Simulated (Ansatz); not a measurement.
Reaction (formal exchange of groups at a B–Br bond): `Cl[SiH2]BBr` + CH₄ → `CB[SiH2]Cl` + HBr

Computed with Ansatz on PBE0-D4/def2-TZVP structures; ΔE is electronic, products minus reactants. CCSD(T)/CBS adds triple-zeta CCSD(T) − MP2 to the extrapolated MP2 energy (def2 sets, frozen cores). This one scheme is used for every species. DFT in def2-TZVPP. For Br outer-core shells are correlated without core-valence functions, which leaves a few kJ/mol of doubt a bond. Scalar relativity is left out up to krypton. Each species was taken in one conformer, which may not be the lowest.

`Cl[SiH2]BBr`:

Cartesian coordinates in Å:
```
Cl -2.034 -1.423 -0.403
Si -0.491 -0.418 0.524
B 0.654 0.566 -0.802
Br 2.109 1.560 -0.095
H 0.328 -1.413 1.263
H -1.083 0.536 1.497
H 0.518 0.591 -1.984
```

CH₄:

Z-matrix (Å, degrees):
```
C
H 1 1.090
H 1 1.090 2 109.5
H 1 1.090 2 109.5 3 -120.0
H 1 1.090 2 109.5 3 120.0
```

`CB[SiH2]Cl`:

Cartesian coordinates in Å:
```
C -0.170 1.577 0.084
B 0.028 0.245 -0.686
Si 0.052 -1.514 0.294
Cl 0.745 -3.088 -0.854
H -0.563 1.505 1.099
H 0.856 1.978 0.171
H -0.722 2.334 -0.480
H 0.203 0.276 -1.871
H -1.331 -1.858 0.729
H 0.903 -1.455 1.514
```

HBr:

Cartesian coordinates in Å:
```
Br -0.660 -0.249 0.084
H 0.660 0.249 -0.084
```

(1) Is it downhill or uphill in electronic energy at CCSD(T)/CBS, and by how much? (An estimate is asked.)

(2) What do these levels give: revPBE-D4, r2SCAN-D4, PBE, revPBE, BHLYP, MP2/CBS(def2)? (An estimate is asked.)

Largest T1 diagnostic among the species: 0.011.

## Answers

(1) Ansatz gave: Uphill: ΔE = +93.5 kJ/mol.

(2) Computed: revPBE-D4 89.1, r2SCAN-D4 90.7, PBE 89.2, revPBE 90.4, BHLYP 87.4, MP2/CBS(def2) 98.7 kJ/mol.

In def2-TZVPP, CCSD(T) changes the Hartree–Fock value by +3.8 kJ/mol (the triples alone add +2.5 kJ/mol) and MP2 by +9.0 kJ/mol. Leaving LDA and LC-ωPBE aside and taking each functional with its dispersion term where it has one, the values, not all of them listed here, spread over 7.2 kJ/mol, from CAM-B3LYP-D4 to B2PLYP. LDA lies −6.0 kJ/mol from PBE without D4.
